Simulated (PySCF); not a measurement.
Z-matrix (Å, degrees):
```
C
O 1 1.1787
O 1 1.3159 2 130.95
H 3 0.9755 1 109.31 2 0.00
```
Charge 0, spin multiplicity 2.

Question: Predict the highest occupied spin orbital, dipole moment and total energy from PBE0-D4/def2-TZVP (PySCF).

Answer: 
The highest occupied spin orbital comes out as -7.15 eV and the dipole moment is 2.06 D. The total energy comes out as -188.9763 Ha.
